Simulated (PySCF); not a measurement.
BrIZn. Atoms are numbered in the order given.

```xyz
3

Zn     0.0000     0.0000    -0.4275
Br     0.0000     0.0000    -2.6746
I      0.0000     0.0000     2.0082
```

Geometry optimised at B3LYP-D3(BJ)/def2-SVP. The def2 effective core potentials stand for the cores of I; spin–orbit coupling is left out.

These are IEF-PCM-M06-2X/def2-SVP in PySCF values and carry that method's errors.

The values are the electrostatic part of the solvation free energy, E(continuum) − E(gas) at the gas-phase geometry, in a cavity of scaled van der Waals radii (PySCF's table); cavitation and dispersion terms are not included. A continuum can't describe solvent molecules that bind to the metal. In vacuum the orbital gap is 7.79 eV. The dipole moment in vacuum is 0.30 D.

| solvent | ε | ΔG(elec) (kcal/mol) | dipole (D) | gap (eV) |
|---|---|---|---|---|
| water | 78.36 | -19.9 | 0.00 | 8.42 |
| acetonitrile | 35.69 | -19.3 | 0.02 | 8.40 |
| dimethylsulfoxide | 46.83 | -19.6 | 0.01 | 8.41 |
